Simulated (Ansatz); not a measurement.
`[CH3][In-]([CH3])([CH3])[SH2+]`, relaxed with RKS PBE0-D4/def2-TZVP in Ansatz from a PBE-D4/def2-SVP geometry. The force threshold is 0.005 eV/Å; the program also tests the step.

Total charge 0; spin multiplicity 1. In: def2 effective core potential.

Start:

```xyz
16

C     1.611    1.312   -0.730
In    0.247   -0.331   -0.188
C     0.907   -1.912    1.184
C    -1.592   -0.586   -1.375
S    -1.173    1.329    1.823
H     2.206    1.030   -1.624
H     2.321    1.540    0.090
H     1.046    2.232   -0.984
H     1.517   -1.488    2.007
H     0.041   -2.449    1.619
H     1.532   -2.650    0.641
H    -1.983    0.391   -1.726
H    -2.381   -1.101   -0.790
H    -1.383   -1.205   -2.272
H    -0.648    2.476    1.307
H    -2.269    1.413    1.017
```

(1) How much energy does the relaxation release, and in how many steps? (Estimate.)

(2) Which bonds change most? (Estimate.)

(3) Give the relaxed structure. (Estimate.)

## Answers

(1) The calculation gave: 6.56 kJ/mol, in 10 steps, 1 of them rejected.

(2) The calculation gave: C1–In2 from 2.204 to 2.174 Å; In2–C4 from 2.204 to 2.174 Å; In2–C3 from 2.195 to 2.167 Å; In2–S5 from 2.969 to 2.944 Å.

(3) The calculation gave: 
```xyz
16

C     1.591    1.298   -0.726
In    0.236   -0.319   -0.200
C     0.896   -1.885    1.145
C    -1.577   -0.587   -1.369
S    -1.143    1.311    1.827
H     2.305    0.961   -1.482
H     2.165    1.630    0.143
H     1.050    2.152   -1.139
H     1.536   -1.483    1.932
H     0.046   -2.390    1.608
H     1.471   -2.634    0.595
H    -1.960    0.369   -1.732
H    -2.356   -1.080   -0.782
H    -1.375   -1.216   -2.240
H    -0.632    2.455    1.341
H    -2.254    1.417    1.079
```
